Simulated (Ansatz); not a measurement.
W(NH)2Br2 (WBr2N2H2). Charge 0, multiplicity 3. Geometry PBE-D4/def2-SVP, that of the neutral singlet; atoms count from 1.

Cartesian coordinates in Å:
```
W 0.211 -0.201 0.368
N 0.273 1.511 -0.021
H 0.053 2.342 -0.579
N -0.759 -1.049 -0.826
H -1.342 -1.116 -1.666
Br -0.933 -0.417 2.524
Br 2.496 -1.069 0.200
```

In the def2 sets W takes a core potential; there is no spin–orbit coupling. At PBE0-D4/def2-TZVP a singlet of charge 0 lies 3.42 eV below the triplet at the same geometry.

Q: Estimate the Mulliken populations from the PBE0/def2-TZVP orbitals of Ansatz.

A: 
```
atom  charge (e)  spin (α − β)  d electrons
  W1        1.09          0.62         3.89
  N2       -0.50          0.54            –
  H3        0.27         -0.01            –
  N4       -0.50          0.54            –
  H5        0.27         -0.01            –
 Br6       -0.31          0.16            –
 Br7       -0.31          0.16            –
```
Mulliken values depend strongly on the basis.

Q: Where does the spin sit?

A: Summed by element: W 0.62, N 1.08, H -0.02, Br 0.32, of 2 unpaired in all. Largest on single atoms: W1 0.62, N2 0.54, N4 0.54.

Q: And the Mayer bond orders between heavy atoms (over 0.3)?

A: W1–N2 1.79 (1.76 Å); W1–N4 1.79 (1.76 Å); W1–Br6 1.00 (2.45 Å); W1–Br7 1.00 (2.45 Å).
